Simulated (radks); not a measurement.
All-electron atom: Br III in [Ar] 3d10 4s2 4p3. Calculated with a radial shooting solver on a logarithmic mesh with Libxc functionals: non-relativistic Kohn-Sham, PBE, spin-polarised, spherical densities, point nucleus; open shells are filled with parallel spins first.

Unscreened Slater integrals over Kohn-Sham orbitals (eV). They are taken over the spin-up orbitals.

\begin{tabular}{lr}
integral & value \\ \hline
F0(4p,4p) & 13.271 \\
F2(4p,4p) & 7.0395 \\
F0(4p,4s) & 14.108 \\
G1(4p,4s) & 9.5388 \\
F0(4p,3d) & 17.174 \\
F2(4p,3d) & 3.6203 \\
G1(4p,3d) & 1.2253 \\
G3(4p,3d) & 1.1293 \\
F0(4p,3p) & 17.221 \\
F2(4p,3p) & 3.4799 \\
G0(4p,3p) & 0.86505 \\
G2(4p,3p) & 1.0063 \\
F0(4s,4s) & 15.157 \\
F0(4s,3d) & 19.289 \\
G2(4s,3d) & 1.6252 \\
F0(4s,3p) & 19.356 \\
G1(4s,3p) & 1.3191 \\
F0(3d,3d) & 42.487 \\
F2(3d,3d) & 20.325 \\
F4(3d,3d) & 12.783 \\
F0(3d,3p) & 42.618 \\
F2(3d,3p) & 20.446 \\
G1(3d,3p) & 24.638 \\
G3(3d,3p) & 15.299 \\
F0(3p,3p) & 43.185 \\
F2(3p,3p) & 21.680 \\
\end{tabular}

Derived for the open shells (J is the average intra-shell exchange parameter used in DFT+U). 4p: J = F2/5 = 1.408 eV.
